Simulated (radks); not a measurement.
Q: These are the eigenvalues of the occupied orbitals of an atom or ion with whole-number occupations (eV). Calculated with a radial shooting solver on a logarithmic mesh with Libxc functionals: Dirac Kohn-Sham, LB94 model potential, spin-unpolarised, spherical densities, finite nucleus; Fermi nuclear charge, rms radius of each element as measured or else 0.836 A^(1/3) + 0.57 fm.

1s1/2: -3107.884
2s1/2: -701.1422

Which element is it, and in what charge state? The configuration may be excited. Open shells, if any, fill j = l - 1/2 first.

A: Z = 16, sulfur, charge +13: S13+ in [He] 2s1. The 1s level, -114.21 hartree, gives Z - s = 15.1 by -(Z - s)^2/2, which with screening and relativity narrows Z to a few neighbours, and the depths must fix Z and the occupations together.
